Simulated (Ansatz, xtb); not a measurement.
Molecule: C$_{2}$H$_{3}$, net charge 1, singlet state. It need not be the lowest isomer of its formula. 
Structure (B3LYP-D3(BJ)/def2-TZVP (Ansatz, a first-principles code) minimum search):
SMILES: [CH][CH2+]
```xyz
5

C     -0.5795    -0.0017    -0.0062
C      0.6720     0.0020     0.0071
H      1.7532     0.0052     0.0186
H     -1.1567     0.9359    -0.0245
H     -1.1514    -0.9427    -0.0001
```
Charge +1, spin multiplicity 1.

Harmonic wavenumbers from GFN2-xTB (xtb, at its own minimum), cm⁻¹: 443, 664, 781, 872, 938, 1915, 2765, 2876, 3154.

Give the harmonic wavenumbers at B3LYP-D3(BJ)/def2-TZVP (Ansatz, finite differences of forces, unscaled).

292, 657, 853, 1081, 1180, 1781, 3000, 3048, 3290 cm⁻¹. Zero-point energy 21.7 kcal/mol.

From these and the geometry, give the ideal-gas thermochemistry at 298.15 K and 1 atm (rigid rotor, harmonic oscillator).

Point group C2v, rotational symmetry number 2. Rotational constants 284.1, 33.18, 29.71 GHz. S(trans) 35.82, S(rot) 16.31, S(vib) 2.11, S(elec, spin only) 0.00, S 54.2 cal/(mol K). H(298) - H(0) 2.79 kcal/mol; G - E(el) 8.3 kcal/mol.
